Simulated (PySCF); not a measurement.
**How methods differ on the ionisation energy of Ru³⁵⁺**

Ru³⁵⁺ [He] 2s2 2p5 (2P) → Ru³⁶⁺ [He] 2s2 2p4 (3P), as a difference of total energies. Computed with PySCF 2.14 in an even-tempered Gaussian basis (17 s from 13 bohr⁻², ratio 2.2; 11 p from 16 bohr⁻², ratio 2.2; 6 d from 71 bohr⁻², ratio 2.4; 5 f from 110 bohr⁻², ratio 2.4; 4 g from 160 bohr⁻², ratio 2.4), with the non-relativistic Hamiltonian (point nucleus). Correlated levels: nothing frozen; virtual orbitals above 40 to 60 times the deepest correlated orbital energy dropped. The calculations carry no spin-orbit coupling.

| method | ionisation energy (eV) |
| --- | --- |
| UHF | 4917.7 |
| LDA | 4915.9 |
| PBE | 4917.8 |
| PBE0 | 4918.2 |
| r2SCAN | 4920.6 |
| BP86 | 4919.1 |
| BHandHLYP | 4919.0 |
| MP2 (all electrons) | 4919.3 |
| SCS-MP2 (all electrons) | 4919.3 |

Spin-orbit coupling is strong in these open shells (close to jj coupling). The scalar numbers leave it out and a first-order estimate fails, so it can dominate the gap to the real levels.

All relativistic terms are absent from these numbers, so their closeness to the reference says little about the methods.

For comparison: 4939 ± 8 eV (semi-empirical (NIST evaluation); NIST Atomic Spectra Database, ionization energies).
